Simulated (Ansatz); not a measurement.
Dissociation curve of LiNa, singlet.

Level of theory: full CI/aug-cc-pVTZ, frozen core (Ansatz, a program for electronic structure).

Task: Relative to R = 2.93 Å, what are the energies at R = 2.32, 3.38, 3.90, 4.90 Å?

Result: 35.1 kJ/mol at 2.32 Å, 8.1 kJ/mol at 3.38 Å, 28.2 kJ/mol at 3.90 Å, 62.1 kJ/mol at 4.90 Å.
